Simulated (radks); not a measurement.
Q: The mean radii <r> (bohr) of the occupied orbitals of an atom or ion are listed with their occupations. All-electron calculation, scalar-relativistic Kohn-Sham, exchange-only LDA, spin-polarised, spherical densities, point nucleus. Program: a radial shooting solver on a logarithmic mesh with Libxc functionals.

| orbital | occ. | <r> |
|---|---|---|
| 1s up | 1 | 0.02364 |
| 1s down | 1 | 0.02364 |
| 2s up | 1 | 0.09969 |
| 2s down | 1 | 0.09964 |
| 2p up | 3 | 0.08739 |
| 2p down | 3 | 0.08736 |
| 3s up | 1 | 0.2407 |
| 3s down | 1 | 0.2409 |
| 3p up | 2 | 0.2337 |

Name the element and its charge. Open shells, if any, are filled with parallel spins first.

A: Z = 60, neodymium, charge +46: Nd46+ in [Ne] 3s2 3p2. The 1s radius gives Z: for a bare nucleus <r> = (2 gamma + 1)/(2Z) with gamma = sqrt(1 - (Z/c)^2), 0.02332 bohr for Z = 60, and screening makes it slightly larger (0.02364 here). The occupations add up to 14, and the charge is Z minus that.
